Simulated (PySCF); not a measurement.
Species: C2H6FNSi.
Cartesian coordinates in Å at the PBE0-D3(BJ)/def2-SVP level; atoms count from 1:
```
atom  x, y, z in Å
C1    -1.7305   -0.4766   -0.3827
C2    -0.9517    0.6036   -0.4217
F3    -1.4680    1.7990   -0.7664
Si4    0.8930    0.6305   -0.0206
N5     1.3242   -0.8842    0.6877
H6    -1.2835   -1.4343   -0.1109
H7    -2.7970   -0.4273   -0.6204
H8     1.1211    1.8388    0.8344
H9     1.6999    0.7759   -1.2680
H10    1.0485   -1.1258    1.6321
H11    2.1934   -1.3338    0.4281
```

Level of theory: PySCF 2.14.0, PBE0-D3(BJ)/def2-SVP geometry optimisation, gas phase.

Take the most abundant isotopes and a rigid rotor. The values belong to one conformer with, in the numbering `[CH2:1]=[C:2]([F:3])[SiH2:4][NH2:5]`, C1–C2–Si4–N5 -11°, C2–Si4–N5–H -73° and 139°.

**Question.** Give the principal moments of inertia and the rotational constants in MHz.

**Answer.** Ia = 71.11, Ib = 193.65, Ic = 255.42 u·Å²; 505379 MHz·u·Å²/I gives A = 7107, B = 2610, C = 1979 MHz.

**Question.** What kind of rotor is it?

**Answer.** An asymmetric top; Ray's κ = -0.754.

**Question.** What does the inertial defect say?

**Answer.** Not planar: Δ = Ic − Ia − Ib = -9.35 u·Å². For a rigid frame Δ = −2 Σ m c², so Σ m c² = 4.67 u·Å² lies off the ab plane: 4.17 from hydrogen and 0.50 from heavier atoms. The atom farthest from that plane is 1.39 Å away.

**Question.** Give the other two planar moments, Paa and Pbb, and the rms extents of the mass along the axes.

**Answer.** Paa = Σ m a² = (Ib + Ic − Ia)/2 = 188.98 and Pbb = Σ m b² = (Ia + Ic − Ib)/2 = 66.44 u·Å². With the mass M = 91.03 u, the rms extents √(P/M) along a, b and c are 1.44, 0.85, 0.23 Å.

**Question.** List the rotational levels J(Ka,Kc) to J = 4 (K).

**Answer.** Above 0(0,0), as E/k:
J = 1: 1(0,1) 0.220, 1(1,1) 0.436, 1(1,0) 0.466
J = 2: 2(0,2) 0.658, 2(1,2) 0.846, 2(1,1) 0.937, 2(2,1) 1.585, 2(2,0) 1.587
J = 3: 3(0,3) 1.307, 3(1,3) 1.460, 3(1,2) 1.641, 3(2,2) 2.245, 3(2,1) 2.260, 3(3,1) 3.402, 3(3,0) 3.402
J = 4: 4(0,4) 2.159, 4(1,4) 2.274, 4(1,3) 2.576, 4(2,3) 3.124, 4(2,2) 3.166, 4(3,2) 4.288, 4(3,1) 4.289, 4(4,1) 5.900, 4(4,0) 5.900

**Question.** Predict some low-J microwave lines.

**Answer.** The dipole components are |μa| = 2.37 D, |μb| = 1.22 D, |μc| = 0.33 D. Intensities carry the squares of the components, which stand as 1.00 : 0.26 : 0.02 (a : b : c). Some lines, for components of 0.1 D or more:

```csv
type,branch,"J(Ka,Kc)",MHz,lower level (cm⁻¹)
a,Q,"3(2,1) ← 3(2,2)",305,1.560
a,Q,"2(1,1) ← 2(1,2)",1893,0.588
c,Q,"3(1,3) ← 3(0,3)",3188,0.908
c,Q,"2(1,2) ← 2(0,2)",3928,0.457
a,R,"1(0,1) ← 0(0,0)",4588,0.000
b,Q,"1(1,0) ← 1(0,1)",5128,0.153
a,R,"2(1,2) ← 1(1,1)",8546,0.303
c,R,"1(1,0) ← 0(0,0)",9717,0.000
a,R,"2(1,1) ← 1(1,0)",9808,0.324
c,Q,"3(2,2) ← 3(1,2)",12586,1.141
b,Q,"3(2,1) ← 3(1,2)",12891,1.141
c,Q,"2(2,1) ← 2(1,1)",13492,0.651
b,Q,"2(2,0) ← 2(1,1)",13554,0.651
a,R,"3(2,2) ← 2(2,1)",13765,1.101
a,R,"3(2,1) ← 2(2,0)",14009,1.103
c,R,"2(1,1) ← 1(0,1)",14936,0.153
b,Q,"2(2,1) ← 2(1,2)",15385,0.588
c,R,"3(1,2) ← 2(0,2)",20492,0.457
b,R,"2(2,1) ← 1(1,0)",23299,0.324
b,Q,"3(3,0) ← 3(2,1)",23799,1.571
c,R,"2(2,1) ← 1(1,1)",23930,0.303
b,R,"2(2,0) ← 1(1,1)",23992,0.303
c,R,"3(2,2) ← 2(1,2)",29150,0.588
c,R,"3(3,0) ← 2(2,0)",37808,1.103
b,R,"3(3,0) ← 2(2,1)",37870,1.101
```

No frequency check. No vibrational averaging or centrifugal distortion is included, and the geometry carries the error of its method. A rigid rotor knows nothing of inversion at nitrogen, which can split or shift real lines. Quadrupole hyperfine structure (14N) is left out.

Hardware: an Arm Neoverse V1 with one thread, shared host. Cost: 39 s of wall time, 0.42 GiB resident at most. These figures are those of the optimisation.
